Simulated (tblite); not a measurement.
Species: C₅H₈BF₃ (charge +1 and doublet state).
SMILES with atom numbers: `[CH3:1][BH:2][CH2:3][CH+:4][CH:5][C:6]([F:7])([F:8])[F:9]` (hydrogens: H10, H11, H12 on C1; H13 on B2; H14, H15 on C3; H16 on C4; H17 on C5)

Computed with GFN2-xTB (tblite), gas phase: L-BFGS steps from a force-field or distance-geometry start until the largest atomic force falls under 0.01 eV/Å.

Step 89: E = -807.4436 eV
```
atom  x, y, z in Å  |  force x, y, z in eV/Å
C1      2.2010    0.7515    0.4109    0.006   0.012  -0.001
B2      1.8841   -0.5375   -0.3322    0.000  -0.010  -0.018
C3      0.5465   -1.4614   -0.2457    0.023   0.015   0.002
C4     -0.5190   -0.5802    0.2197   -0.008  -0.038   0.017
C5     -1.4416   -0.0217   -0.5839    0.019  -0.007  -0.015
C6     -2.5744    0.8197   -0.0417   -0.006   0.024  -0.001
F7     -3.7503    0.2225   -0.1793   -0.037  -0.013   0.014
F8     -2.6136    1.9790   -0.7056    0.000   0.009   0.000
F9     -2.3961    1.1055    1.2505   -0.042  -0.006   0.002
H10     1.8233    0.8107    1.4346    0.005  -0.013   0.021
H11     1.7650    1.6052   -0.1187   -0.021   0.015  -0.022
H12     3.2674    0.9848    0.4734    0.047  -0.042   0.016
H13     2.6026   -1.0317   -1.1194    0.014   0.000  -0.001
H14     0.3098   -1.9702   -1.1778    0.021   0.015   0.002
H15     0.8579   -2.1995    0.5022   -0.019   0.019  -0.012
H16    -0.5414   -0.3641    1.2829    0.017   0.039   0.012
H17    -1.4283   -0.1008   -1.6629   -0.018  -0.018  -0.014
```

Step 90: E = -807.4441 eV
```
atom  x, y, z in Å  |  force x, y, z in eV/Å
C1      2.1989    0.7500    0.4152    0.000   0.012  -0.017
B2      1.8793   -0.5340   -0.3366    0.025  -0.001  -0.017
C3      0.5471   -1.4646   -0.2444    0.025   0.010  -0.016
C4     -0.5173   -0.5812    0.2183   -0.017  -0.030   0.001
C5     -1.4430   -0.0267   -0.5849    0.011  -0.009  -0.003
C6     -2.5721    0.8212   -0.0432   -0.002   0.009   0.002
F7     -3.7511    0.2302   -0.1822   -0.028  -0.001   0.001
F8     -2.6033    1.9828   -0.7041   -0.003  -0.012   0.000
F9     -2.3942    1.1027    1.2497   -0.036   0.003   0.016
H10     1.8160    0.8086    1.4372    0.011  -0.013   0.015
H11     1.7676    1.6060   -0.1161   -0.006   0.006  -0.008
H12     3.2665    0.9780    0.4822    0.029  -0.039   0.016
H13     2.5943   -1.0136   -1.1369   -0.002  -0.001   0.010
H14     0.3108   -1.9798   -1.1737    0.018   0.021   0.028
H15     0.8631   -2.1951    0.5094   -0.019   0.017  -0.024
H16    -0.5338   -0.3569    1.2796    0.011   0.042   0.023
H17    -1.4360   -0.1154   -1.6627   -0.016  -0.014  -0.026
```

Step 91: E = -807.4445 eV
```
atom  x, y, z in Å  |  force x, y, z in eV/Å
C1      2.1999    0.7489    0.4157    0.001   0.012  -0.017
B2      1.8793   -0.5345   -0.3362    0.014   0.028   0.009
C3      0.5474   -1.4641   -0.2441    0.015   0.032  -0.023
C4     -0.5174   -0.5808    0.2179   -0.018  -0.017  -0.018
C5     -1.4438   -0.0263   -0.5850    0.008  -0.015   0.015
C6     -2.5735    0.8219   -0.0439    0.009  -0.014   0.019
F7     -3.7516    0.2293   -0.1822   -0.042  -0.003  -0.018
F8     -2.6046    1.9836   -0.7034   -0.007  -0.004  -0.013
F9     -2.3978    1.1021    1.2492   -0.020   0.010   0.035
H10     1.8177    0.8088    1.4377    0.014  -0.010   0.014
H11     1.7686    1.6048   -0.1166    0.009   0.002   0.001
H12     3.2689    0.9722    0.4817    0.015  -0.025   0.018
H13     2.5945   -1.0092   -1.1367    0.017  -0.027  -0.018
H14     0.3153   -1.9780   -1.1744   -0.003   0.006   0.014
H15     0.8608   -2.1933    0.5106   -0.006  -0.008  -0.009
H16    -0.5316   -0.3544    1.2782    0.006   0.044   0.043
H17    -1.4392   -0.1190   -1.6618   -0.014  -0.011  -0.051
```

Step 92: E = -807.4450 eV
```
atom  x, y, z in Å  |  force x, y, z in eV/Å
C1      2.2006    0.7482    0.4176    0.008   0.009  -0.013
B2      1.8779   -0.5322   -0.3391    0.018   0.033   0.003
C3      0.5484   -1.4643   -0.2433    0.005   0.024  -0.020
C4     -0.5180   -0.5821    0.2175   -0.010   0.004  -0.019
C5     -1.4454   -0.0287   -0.5852   -0.006  -0.014   0.029
C6     -2.5741    0.8220   -0.0446    0.002  -0.029   0.019
F7     -3.7538    0.2319   -0.1850   -0.026   0.006  -0.025
F8     -2.6008    1.9843   -0.7034   -0.010  -0.009  -0.011
F9     -2.4015    1.1008    1.2492   -0.010   0.009   0.030
H10     1.8169    0.8082    1.4397    0.017  -0.009  -0.005
H11     1.7739    1.6068   -0.1153    0.025  -0.011   0.015
H12     3.2717    0.9637    0.4868   -0.007  -0.014   0.014
H13     2.5896   -0.9987   -1.1484    0.006  -0.025  -0.007
H14     0.3167   -1.9843   -1.1704   -0.006   0.013   0.017
H15     0.8641   -2.1884    0.5153    0.001  -0.013  -0.009
H16    -0.5294   -0.3510    1.2773    0.001   0.038   0.029
H17    -1.4440   -0.1242   -1.6619   -0.009  -0.013  -0.049
```

**Question.** Estimate the geometry and energy of step 93. (The exact step hangs on the optimiser's Hessian estimate; all steps are aligned on step 92, rigid shifts and turns removed.)

**Answer.** E = -807.4456 eV, largest force 0.052 eV/Å
```
atom  x, y, z in Å  |  force x, y, z in eV/Å
C1      2.2045    0.7475    0.4180    0.017   0.001  -0.003
B2      1.8788   -0.5301   -0.3424   -0.001   0.037   0.007
C3      0.5494   -1.4620   -0.2424   -0.005   0.012   0.001
C4     -0.5202   -0.5829    0.2180    0.011   0.027  -0.008
C5     -1.4475   -0.0289   -0.5844   -0.018  -0.017   0.026
C6     -2.5779    0.8207   -0.0447   -0.013  -0.035   0.019
F7     -3.7575    0.2303   -0.1890   -0.015   0.005  -0.025
F8     -2.6031    1.9822   -0.7047   -0.010   0.002  -0.008
F9     -2.4114    1.1002    1.2498    0.005   0.000   0.011
H10     1.8215    0.8088    1.4407    0.014  -0.011  -0.021
H11     1.7840    1.6102   -0.1141    0.040  -0.022   0.024
H12     3.2780    0.9514    0.4894   -0.018   0.005   0.010
H13     2.5862   -0.9925   -1.1575    0.006  -0.027  -0.005
H14     0.3192   -1.9883   -1.1660   -0.016   0.021   0.007
H15     0.8658   -2.1824    0.5197    0.011  -0.012  -0.010
H16    -0.5308   -0.3497    1.2781   -0.002   0.028   0.006
H17    -1.4463   -0.1224   -1.6618   -0.007  -0.015  -0.030
```

The energy changes by -0.0006 eV. The first-order estimate −F·Δx gives -0.0009 eV and the mean of the old and new forces, exact on a quadratic surface, -0.0006 eV. The step makes an angle of 76° with the force vector and moves no atom by more than 0.014 Å.

What follows is the cost of the whole relaxation. The run took 1.3 s of wall time on one thread of an Arm Neoverse N1, shared host with 64 logical CPUs at a one-minute load of 12.
